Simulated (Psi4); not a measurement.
CF3, doublet, geometry from GFN2-xTB, atoms displaced at random by about 0.1 Å a coordinate. Base run: HF/6-31G (Psi4 1.11).

Here is a job for Psi4.
```
memory 2 GB

molecule mol {
0 2
  F    -0.470084    1.151439    0.010572
  C     0.010002   -0.140735    0.431228
  F    -0.766832   -1.073117   -0.110000
  F     1.355869   -0.140351   -0.017724
}

set basis 6-31g
set reference uhf

optimize('scf')
print_variables()
```

The base run was repeated with changes; each row names its change, and settings that it needs were set with it.

| change | ΔE vs base (kcal/mol) | optimiser steps |
|---|---|---|
| base | 0.000 | 6 |
| hess_update = powell | 0.000 | 6 |
| g_convergence = turbomole | 0.000 | 6 |
| step_type = nr | 0.000 | 6 |
| hess_update = none | 0.000 | 6 |
| g_convergence = nwchem_loose | 0.004 | 4 |
| intrafrag_hess = lindh | 0.000 | 8 |

Open shells are given as the SCF converged; they aren't shown to be the lowest states, and a large step between rows can be another state.
